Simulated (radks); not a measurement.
The numbers below are computed, except where a source is named.
Excited configurations of Re2+: one electron is placed in a higher orbital outside [Xe] 4f14 5d4. The ground configuration is [Xe] 4f14 5d5. Code: a radial shooting solver on a logarithmic mesh with Libxc functionals. Model: scalar-relativistic Kohn-Sham, LDA (Slater exchange, Perdew-Wang correlation), spin-polarised, spherical densities, finite nucleus; open shells are filled with parallel spins first (spin-orbit coupling, left out, can overturn this in heavy ions); Fermi nuclear charge, rms radius 5.3698 fm. Excitation = E - E(ground); binding = E(ion) - E, where the ion is the core of charge +3; n* = 3/sqrt(2 binding) in atomic units, and the quantum defect is n - n*.

outer orbital,excitation (eV),binding (eV),n*,<r> (bohr)
5f,19.970,8.575,3.779,4.994
6s,2.029,26.516,2.149,2.599
6p,9.484,19.061,2.535,3.189
6d,17.410,11.134,3.316,4.765
6f,22.845,5.700,4.635,8.964
7s,16.578,11.966,3.199,5.340
7p,18.908,9.637,3.565,6.335
7d,21.891,6.654,4.290,8.598
7f,24.577,3.968,5.555,13.93

The Delta-SCF ionisation energy is 28.545 eV (NIST Atomic Spectra Database: 27 eV, theoretical). Self-interaction in the functional shifts the binding energies and quantum defects, so they are the method's values and not measured ones. Open shells are spherical and high-spin; term and fine-structure splittings are not resolved. Spin-orbit splitting is averaged out at the scalar-relativistic level.
